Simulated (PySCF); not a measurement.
Variants of one PySCF input: InBr

Base input, run as `python input.py` with PySCF 2.14:

```python
from pyscf import gto, scf, mp

mol = gto.M(
    atom='In 0 0 0; Br 0 0 2.38',
    basis='sbkjc',
    ecp={'In': 'sbkjc', 'Br': 'sbkjc'},
    charge=0,
    spin=2,
    verbose=4,
)
mf = scf.ROHF(mol)
mf.kernel()
mp.MP2(mf, frozen=4).kernel()
mf.dip_moment()
print('orbital energies (hartree):', mf.mo_energy[..., max(0, mol.nelec[1]-3):mol.nelec[0]+3].round(4))
```

Base result: E(SCF) = -201.375412 Eh, 13 cycles, E(MP2) − E(SCF) = -0.12867 Eh, μz(SCF) = -3.39 D. At this level a ROHF run with spin=0 ends 2.43 eV lower; the true order of the states can differ. The bond length is a typed value, not an optimised one. On these ROHF orbitals the MP2 class gives a UMP2 expression without the singles term, not ROMP2. No search for the lowest solution was made.

Wall time 1.7 s on one thread of a shared host.

Each row names what differs from the base; energies in brackets are changes from the base.

| change | result |
| --- | --- |
| spin (2S): 2 → 3 [unsound on purpose] | stops with RuntimeError (Electron number 28 and spin 3 are not consistent) |
| Cartesian functions: off → on | E(SCF) = -201.377524 Eh (-0.0575 eV), 13 cycles, E(MP2) − E(SCF) = -0.13211 Eh, μz(SCF) = -3.38 D |
| density fitting: none → weigend [unsound on purpose] [this fitting set is unfit for the basis or for exact exchange; a fit set errs by some meV] | E(SCF) = -198.729549 Eh (+71.9976 eV), 15 cycles, E(MP2) − E(SCF) = -0.15483 Eh, μz(SCF) = -3.14 D |
| density fitting: none → auto | E(SCF) = -201.374952 Eh (+0.0125 eV), 13 cycles, E(MP2) − E(SCF) = -0.12863 Eh, μz(SCF) = -3.39 D |
| frozen orbitals: 4 → 5 | E(SCF) = -201.375412 Eh (+0.0000 eV), 13 cycles, E(MP2) − E(SCF) = -0.10516 Eh, μz(SCF) = -3.39 D |
| step after the SCF: mp2 → polarizability; SCF type: ROHF → UHF | E(SCF) = -201.377684 Eh (-0.0618 eV), 12 cycles, ⟨S²⟩ = 2.006, μz(SCF) = -3.34 D, α(xx, yy, zz) = 23.9, 26.2, 61.4 bohr³ |
| length unit: angstrom → bohr [unsound on purpose] | E(SCF) = -198.668447 Eh (+73.6603 eV), 10 cycles, E(MP2) − E(SCF) = -0.14793 Eh, μz(SCF) = 1.36 D |
| step after the SCF: mp2 → optimize | E(SCF) = -201.375412 Eh (+0.0000 eV), 13 cycles, all at the start geometry; optimised bond 2.541 Å with E = -201.381387 Eh after 5 steps |
| basis set: sbkjc → sto-3g; core potential: on → off; frozen orbitals: 4 → 27 | E(SCF) = -8227.518680 Eh, 9 cycles, E(MP2) − E(SCF) = -0.00975 Eh, μz(SCF) = -3.85 D |
| geometry: bond 2.38 → bond 0 [unsound on purpose] | stops with RuntimeError (Ill geometry) |
| point-group symmetry: off → on | not converged: SCF after 50 cycles |
| basis set: sbkjc → def2-svp; frozen orbitals: 4 → 13 [with its own core potential] | E(SCF) = -2761.299645 Eh, 11 cycles, E(MP2) − E(SCF) = -0.27412 Eh, μz(SCF) = -2.53 D |
| spin (2S): 2 → 0 | E(SCF) = -201.464767 Eh (-2.4315 eV), 11 cycles, E(MP2) − E(SCF) = -0.14660 Eh, μz(SCF) = -3.05 D |
| electric field along z (a.u.): none → -0.01 | E(SCF) = -201.391724 Eh (-0.4439 eV), 13 cycles, E(MP2) − E(SCF) = -0.12566 Eh, μz(SCF) = -4.89 D |
| frozen orbitals: 4 → 42 [unsound on purpose] | stops with ValueError (zero-size array to reduction operation maximum which has no identity) after the SCF |
| geometry: bond 2.38 → bond 1.904 | E(SCF) = -201.184753 Eh (+5.1881 eV), 12 cycles, E(MP2) − E(SCF) = -0.13499 Eh, μz(SCF) = -1.01 D |
| second-order solver: off → on | E(SCF) = -201.375412 Eh (+0.0000 eV), 7 cycles, E(MP2) − E(SCF) = -0.12867 Eh, μz(SCF) = -3.39 D |
| geometry: bond 2.38 → bond 3.57 [stretched restricted solution, likely unstable] | E(SCF) = -201.360043 Eh (+0.4182 eV), 13 cycles, E(MP2) − E(SCF) = -0.12812 Eh, μz(SCF) = 0.51 D |
| geometry: bond 2.38 → bond 4.76 [stretched restricted solution, likely unstable] | E(SCF) = -201.361946 Eh (+0.3664 eV), E(MP2) − E(SCF) = -0.12707 Eh, μz(SCF) = -0.10 D |
| step after the SCF: mp2 → stability; SCF type: ROHF → UHF | E(SCF) = -201.377684 Eh (-0.0618 eV), 12 cycles, ⟨S²⟩ = 2.006, μz(SCF) = -3.34 D, internal stable; real -> complex stable; UHF/UKS -> GHF/GKS unstable |

Problem. Order these changes by how far they move the SCF energy from the base, largest first: (1) electric field along z (a.u.): none → -0.01; (2) geometry: bond 2.38 → bond 1.904; (3) geometry: bond 2.38 → bond 3.57; (4) geometry: bond 2.38 → bond 4.76.

Solution. (2) +5.1881 eV, (1) -0.4439 eV, (3) +0.4182 eV, (4) +0.3664 eV.
